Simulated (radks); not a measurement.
The numbers below are computed, except where a source is named.
Question: The platinum ion Pt5+ is in [Xe] 4f14 5d(3/2: 4, 5/2: 1). Level of theory: Dirac Kohn-Sham, relativistic LDA (MacDonald-Vosko exchange, VWN5 correlation), spin-unpolarised, spherical densities, finite nucleus; Fermi nuclear charge, rms radius of each element as measured or else 0.836 A^(1/3) + 0.57 fm (a radial shooting solver on a logarithmic mesh with Libxc functionals). Sub-shells are occupied by j as written (lower j first in brackets). One electron is removed from 5d3/2, 5d5/2, 5p1/2, 5p3/2 in turn, with full relaxation. Which removal costs least, and what does each cost?

Answer: 5d5/2 74.519 eV; 5d3/2 76.600 eV; 5p3/2 126.66 eV; 5p1/2 142.90 eV. The 5d5/2 electron leaves first.
